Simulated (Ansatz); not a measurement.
Ansatz (an electronic-structure program) input:

Ansatz 0.2 input:
```yaml
crystal:
  periodic: [false, false, false]
  atoms:
    - {symbol: Ge, position_ang: [-0.00000000, -0.00000000, -1.62366072]}
    - {symbol: Te, position_ang: [0.00000000, 0.00000000, 0.99917583]}
basis:
  gaussian:
    orbitals: def2-TZVP
hamiltonian:
  xc: b3lyp
  dispersion: d3bj
magnetization: {spin_polarized: true, initial_magnetization: 2}
phonons: {temperatures: {t_min: 298.15, t_max: 298.15, t_step: 100}}
```

**Question.** What final total energy does it print?

**Answer.** -2345.13244 Eh (B3LYP-D3(BJ)/def2-TZVP). The basis has 98 functions.

This is an excited triplet: at this geometry the singlet lies 1.66 eV lower at CCSD(T)/CBS(def2-TZVPPD,def2-QZVPPD).
